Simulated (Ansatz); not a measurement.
Dissociation curve of ClLi, singlet.

Methods: UKS-PBE = unrestricted PBE/cc-pVDZ (Ansatz, a first-principles code); RKS-PBE0 = restricted PBE0/cc-pVDZ in Ansatz; FCI = full CI/cc-pVDZ, frozen core in Ansatz.

Energies relative to the lowest point of each curve between 1.67 and 2.50 Å, where full CI is lowest, in kcal/mol:

```tsv
R / Å	UKS-PBE	RKS-PBE0
1.67	26.9	26.9
1.89	3.9	3.8
2.07	0.0	0.0
2.19	1.2	1.3
2.34	5.1	5.4
2.62	15.8	16.3
2.71	19.5	20.2
3.36	45.0	46.6
4.08	64.8	68.4
5.09	77.4	86.4
5.71	80.9	92.7
6.73	84.0	99.0
```

Task: Estimate the FCI values at these points.

Result: 1.67: 29.4; 1.89: 4.7; 2.07: 0.0; 2.19: 0.9; 2.34: 4.6; 2.62: 15.4; 2.71: 19.3; 3.36: 47.0; 4.08: 70.9; 5.09: 92.3; 5.71: 98.4; 6.73: 99.9 (kcal/mol).

The unrestricted determinant behind UKS-PBE is spin-contaminated at 4.08 to 7.78 Å (<S²> up to 0.6, against 0.00 for a pure singlet). The restricted form behind RKS-PBE0 keeps the bonding electrons paired and can't separate into open-shell fragments.
